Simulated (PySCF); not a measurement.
Relaxation of doublet AuH₄

These are results of UPBE0 in PySCF with Au def2-TZVP with ECP60, H def2-TZVP; scalar-relativistic core potentials, no spin–orbit coupling; density-fitted integrals, not measurements. A (50,194) grid was used.

A start at or just off a symmetric point, pushed along the force that breaks its symmetry, of D2h symmetry, free to break it:

Coordinates in bohr (charge 0 multiplicity 2):
```
Au    0.0000    0.0000    0.0000
H     3.0914    0.0945    0.0000
H     0.0945    3.0914    0.0000
H    -3.0914   -0.0945    0.0000
H    -0.0945   -3.0914    0.0000
```

**Question.** What does it relax to?

**Answer.** It ends at D2h with Au–H 1.651 Å (×4); H–Au–H 46.2° (×2), H–Au–H 133.8° (×2), H–Au–H 180.0° (×2) (after a last refinement on a finer grid). A frequency run shows 1 imaginary mode, down to 849i cm⁻¹, so it is a saddle point.

**Question.** How much energy is released, and in how many steps?

**Answer.** 76.2 kJ/mol in 6 steps.

Other spin states or occupations of the open shell can lie lower. Spin–orbit coupling, left out here, can matter for elements this heavy.
